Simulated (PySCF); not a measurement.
PySCF 2.14 output of an unrestricted PBE0 calculation on a single atom or ion in x2c-TZVPPall with one added diffuse shell each of s, p, d, f type (12s8p8d4f1g, 113 functions), with the spin-free X2C one-electron Hamiltonian (Gaussian nucleus):

```
SCF conv_tol = 1e-09
number electrons alpha = 39  beta = 37
    C. Adamo and V. Barone.,  J. Chem. Phys. 110, 6158 (1999)
    M. Ernzerhof and G. E. Scuseria.,  J. Chem. Phys. 110, 5029 (1999)
cycle= 1 E= -19012.0068296568  delta_E= -0.0171  |g|= 0.151  |ddm|= 0.235
cycle= 2 E= -19012.0070613422  delta_E= -0.000232  |g|= 0.121  |ddm|= 0.0917
cycle= 3 E= -19012.0080645403  delta_E= -0.001  |g|= 0.00767  |ddm|= 0.0444
cycle= 4 E= -19012.0080723064  delta_E= -7.77e-06  |g|= 0.00035  |ddm|= 0.00424
cycle= 5 E= -19012.0080723337  delta_E= -2.72e-08  |g|= 1.66e-05  |ddm|= 0.000206
cycle= 6 E= -19012.0080723338  delta_E= -7.28e-11  |g|= 1.58e-06  |ddm|= 1.18e-05
converged SCF energy = -19012.0080723338  <S^2> = 2.0009004  2S+1 = 3.0006002
```

The run itself started from symmetry-adapted Hartree-Fock orbitals and held the occupation by maximum overlap, on a logarithmic radial grid, so the iterations belong to that start.

Problem. Which element, charge and spin multiplicity is this?

Solution. Au³⁺ (gold, charge +3), multiplicity 3; the state was [Xe] 4f14 5d8, high-spin 3F determinant.

Spin-orbit coupling, absent here, splits the open shell strongly.
